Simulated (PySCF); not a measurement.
## YSBr: from structure and modes to constants

Computed with PBE0 in PySCF with Y def2-TZVP with ECP28, S def2-TZVP, Br def2-TZVP; scalar-relativistic core potentials, no spin–orbit coupling; density-fitted integrals.

The singlet minimum has Cs symmetry. Masses (u): Y 88.90585, S 31.97207, Br 78.91834.

```xyz
3
charge 0 multiplicity 1, angstrom
Y    -0.5618    0.0000   -0.7257
S    -2.5583    0.0000    0.3818
Br    1.6622    0.0000    0.6566
```

Harmonic wavenumbers (cm⁻¹): 76.5 (a', ×1), 252.7 (a', ×1), 498.8 (a', ×1).

Q: Find the principal moments of inertia and the rotational constants. What kind of rotor is it?

A: About the centre of mass I = 64.258, 476.6, 540.86 u Å². With B = 16.8576/I this gives 0.2623, 0.03537, 0.03117 cm⁻¹. The molecule is an asymmetric top with κ = -0.96.

Q: What is the harmonic zero-point energy?

A: Half the sum of all 3 wavenumbers, 828/2 = 414 cm⁻¹, which is 5.0 kJ/mol (1 cm⁻¹ = 0.0119627 kJ/mol).

Q: Find the vibrational entropy and heat capacity at 298.15 K.

A: With u = 1.43878 ω/T, each mode gives S = R[u/(eᵘ−1) − ln(1−e⁻ᵘ)] and C = R u² eᵘ/(eᵘ−1)².
```csv
ω (cm⁻¹),u,S (J/(mol K)),C (J/(mol K))
76.5,0.369,16.65,8.22
252.7,1.219,7.16,7.36
498.8,2.407,2.77,5.24
```
The sums over all modes are S = 26.6 and C = 20.8 J/(mol K); the softest mode gives 63 % of the entropy.

Only a few start shapes were tried, so a lower isomer may exist.
